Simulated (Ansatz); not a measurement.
O4W (SMILES [O]=[W-2](=[O])(=[O])=[O]), charge -2, singlet, geometry from GFN2-xTB (such geometries of metal compounds can be far from the true shape) (core potentials on W) (a gas-phase anion, which may not be bound at this level); PBE0/def2-SV(P) in Ansatz (an electronic-structure program).

Ansatz was given this input:
Ansatz 0.2 input:
```yaml
crystal:
  periodic: [false, false, false]
  atoms:
    - {symbol: W, position_ang: [0.00000000, -0.00000000, -0.00000000]}
    - {symbol: O, position_ang: [1.22151270, 0.75059407, -1.05310996]}
    - {symbol: O, position_ang: [0.81207991, -0.92511978, 1.28421374]}
    - {symbol: O, position_ang: [-1.02182507, -1.09275821, -0.96243355]}
    - {symbol: O, position_ang: [-1.01176754, 1.26728392, 0.73132977]}
basis:
  gaussian:
    orbitals: def2-SV_P_.json
hamiltonian:
  xc: pbe0
total_charge: -2
```
The basis file holds def2-SV(P) in the JSON format of the Basis Set Exchange.

Question: Predict the main parts of the log of this Ansatz run.

Answer: 
```
Functional definition: PBE0
843 factors; integrals over basis functions are off by at most 3.0e-4 eV
mean field evaluation 1: about -9991.6608 eV, gradient 6.4e1 eV
mean field evaluation 2: about -9932.1186 eV, gradient 1.9e2 eV
mean field evaluation 4: about -10000.3883 eV, gradient 1.0e0 eV
mean field evaluation 8: about -10000.5438 eV, gradient 2.3e-1 eV
mean field evaluation 16: about -10000.5439 eV, gradient 4.0e-5 eV
mean field -10000.54386392 eV, -367.5132083871 hartree, gradient 3.1e-5 eV, S^2 0.000000; 0 other end points of the search recorded, 0 dependent functions left out
reference -10000.54390194 eV, -367.5132097841 hartree; 24, 24 occupied and 57, 57 virtual orbitals, 843 factors
Total energy: -10000.54390194 eV, -367.5132097841 hartree
```
